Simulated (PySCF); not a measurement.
Bonds (- single, = double, # triple, : aromatic): O1=C2 1.207 Å, C2-O3 1.345 Å, C2-C4 1.458 Å, C4=C5 1.342 Å, C5-C6 1.507 Å, C6-C7 1.516 Å, C7=C8 1.329 Å, C8-C9 1.511 Å, C9-C4 1.517 Å, C9-C6 1.557 Å. O3 carries H10; C5 carries H11; C6 carries H12; C7 carries H13; C8 carries H14; C9 carries H15. Stereochemistry as in O=C(O)C1=C[C@@H]2C=C[C@H]12.

Geometry: GFN2-xTB; GIAO absolute shieldings from PySCF, gas phase, non-relativistic, averaged over equivalent atoms.

At revPBE/pcSseg-1 (183 basis functions, 49 s wall time on 1 thread of an Arm Neoverse V1, shared host):
| atoms | σ (ppm) |
| --- | --- |
| O1 | -88.5 |
| O3 | 115.2 |
| C5 | 20.7 |
| C2 | 22.6 |
| C4 | 32.2 |
| C8 | 33.0 |
| C7 | 36.1 |
| C9 | 127.7 |
| C6 | 131.4 |
| H11 | 24.01 |
| H14 | 24.75 |
| H13 | 24.99 |
| H10 | 25.95 |
| H15 | 27.54 |
| H12 | 27.75 |

Q: Predict the values at PBE0/6-311G** on the same geometry.

A: 
| atoms | σ at PBE0/6-311G** | change |
| --- | --- | --- |
| O1 | -86.2 | +2.3 |
| O3 | 133.8 | +18.6 |
| C5 | 23.9 | +3.2 |
| C2 | 27.0 | +4.4 |
| C4 | 36.7 | +4.5 |
| C8 | 37.3 | +4.3 |
| C7 | 40.8 | +4.7 |
| C9 | 137.0 | +9.3 |
| C6 | 140.5 | +9.1 |
| H11 | 24.17 | +0.16 |
| H14 | 24.97 | +0.22 |
| H13 | 25.20 | +0.21 |
| H10 | 26.41 | +0.46 |
| H15 | 27.84 | +0.30 |
| H12 | 28.07 | +0.32 |

The largest change is at O3 (acid hydroxyl oxygen). Cost: 198 basis functions, 29 s wall time on 1 thread of an Arm Neoverse V1, shared host. The order of the carbon signals is the same at both levels.

Hydrogen bonding in solution deshields acid and N–H amide carbonyl carbons by as much as 10 ppm beyond these values.
